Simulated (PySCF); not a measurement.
**Static response to an electric field**

C₆H₈F₂.
SMILES with atom numbers: `[CH:1]#[C:2][C@@H:3]([F:4])[C@@H:5]([CH3:6])[CH2:7][F:8]` (hydrogens: H9 on C1; H10 on C3; H11 on C5; H12, H13, H14 on C6; H15, H16 on C7)

Cartesian coordinates in Å at the GFN2-xTB level; atoms count from 1:
```
atom  x, y, z in Å
C1     2.683    0.400   -0.047
C2     1.631    0.284    0.513
C3     0.359    0.162    1.203
F4     0.109    1.313    1.934
C5    -0.817   -0.073    0.236
C6    -0.939    1.064   -0.774
C7    -0.639   -1.406   -0.484
F8    -0.628   -2.446    0.414
H9     3.608    0.485   -0.534
H10    0.416   -0.655    1.936
H11   -1.726   -0.120    0.846
H12   -0.057    1.103   -1.409
H13   -1.817    0.923   -1.399
H14   -1.032    2.012   -0.251
H15    0.313   -1.443   -1.023
H16   -1.470   -1.592   -1.172
```

Level: PBE0/def2-SVPD (PySCF), static field, nuclei fixed, core orbitals frozen in the response. The polarisability tensor in these axes (au):

```
x   80.90  2.24 -3.60
y    2.24 65.14 -0.48
z   -3.60 -0.48 65.38
```

Task: Diagonalise the tensor; give its mean and Δα, where Δα² is half the sum of the squared differences of the eigenvalues.

Result: Principal values 64.58, 64.83 and 82.00 au; mean 70.47 au = 10.44 Å³ = 11.62 × 10⁻⁴⁰ C²·m²/J; Δα = 17.30 au (25 % of the mean).

Task: What is the dipole moment, and where does it point?

Result: (0.03, 0.10, -2.12) D, 2.13 D in size, pointing from the negative to the positive side. Measured along this direction, the outermost atoms are H10 and F4 at the negative end and H12 and H13 at the positive end.

Task: Estimate the molar refractivity from the static electronic polarisability.

Result: Lorentz–Lorenz: R = (4π/3)N_A α = 2.5225 cm³/(mol·Å³) × 10.44 Å³ = 26.3 cm³/mol, in the limit of long wavelengths.

Task: Sum over states: ᾱ = Σ f/ω², ω in Eh. What share falls to these 6 lowest TDDFT singlets (eV, f)? 6.28, 0.0005; 6.87, 0.0016; 7.17, 0.0005; 7.95, 0.0314; 8.29, 0.0585; 8.30, 0.0046.

Result: They add up to 1.09 au, 1.5 % of the 70.47 au; the largest single term is 0.63 au, from the state at 8.29 eV. Terms in order: 0.01, 0.02, 0.01, 0.37, 0.63, 0.05 au. Higher excitations give the rest. The strengths listed sum to 0.097.

Task: What depolarisation ratio follows for Rayleigh scattering of linearly polarised light, taking the static tensor?

Result: ρ = 3Δα²/(45ᾱ² + 4Δα²) = 897.6/(223473 + 1196.9) = 0.004.

Task: Orientational against electronic polarisability at 250 K (dilute gas, rigid molecules)?

Result: In Gaussian units μ²/3kT = 43.65 Å³ against 10.44 Å³, a ratio of 4.18; the Debye molar polarisation (4π/3)N_A(α + μ²/3kT) is 136.5 cm³/mol, leaving out the vibrational part.

Task: Give the eigenvalues of the traceless quadrupole moment Θ = ½Σq(3rr − r²1), origin at the centre of nuclear charge.

Result: -10.76, 1.02, 9.73 D·Å. The values depend on the origin, since the dipole doesn't vanish. The electronic extent ⟨r²⟩ about the same centre is 1005 bohr², a root-mean-square distance of 2.13 Å for the 62 electrons.

The structure is a single GFN2-xTB conformer in the gas phase; no vibrational or solvent corrections.
